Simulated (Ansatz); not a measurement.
`CBCCCl` and `CBCBO` differ in one atom or group.

Ansatz, PBE0-D4/def2-TZVP geometries, multiplicity 1. Each molecule was computed in one conformer, which needn't be the lowest.

```json
{"property": "HOMO energy (PBE/def2-TZVPP) / eV", "`CBCCCl`": "-6.74"}
{"property": "size of the dipole moment (PBE/def2-TZVPP) / D", "`CBCCCl`": "2.08"}
{"property": "LUMO energy (PBE/def2-TZVPP) / eV", "`CBCCCl`": "-2.00"}
{"property": "HOMO–LUMO gap (B3LYP/def2-TZVPP) / eV", "`CBCCCl`": "6.67"}
{"property": "HOMO–LUMO gap (PBE0/def2-TZVPP) / eV", "`CBCCCl`": "7.15"}
{"property": "LUMO energy (PBE0/def2-TZVPP) / eV", "`CBCCCl`": "-0.98"}
```

Question: What does the change do to each property? (An estimate is asked.)

Answer: Computed: 
```json
{"property": "HOMO energy (PBE/def2-TZVPP) / eV", "`CBCBO`": "-7.06", "shift": "-0.32"}
{"property": "size of the dipole moment (PBE/def2-TZVPP) / D", "`CBCBO`": "2.05", "shift": "-0.03"}
{"property": "LUMO energy (PBE/def2-TZVPP) / eV", "`CBCBO`": "-2.00", "shift": "0.00"}
{"property": "HOMO–LUMO gap (B3LYP/def2-TZVPP) / eV", "`CBCBO`": "7.00", "shift": "0.33"}
{"property": "HOMO–LUMO gap (PBE0/def2-TZVPP) / eV", "`CBCBO`": "7.42", "shift": "0.27"}
{"property": "LUMO energy (PBE0/def2-TZVPP) / eV", "`CBCBO`": "-1.03", "shift": "-0.05"}
```

With PBE0 the HOMO falls by 0.32 eV and the LUMO falls by 0.05 eV, so the gap widens by about 0.27 eV. PBE moves the HOMO by -0.32 eV and ωB97M-V by -0.34 eV. Dipoles are sizes alone; their direction can turn.

Positive LUMOs are unbound, so they and the gaps depend on the basis.

B3LYP here is the variant with VWN-RPA as its local correlation; programs differ in this.
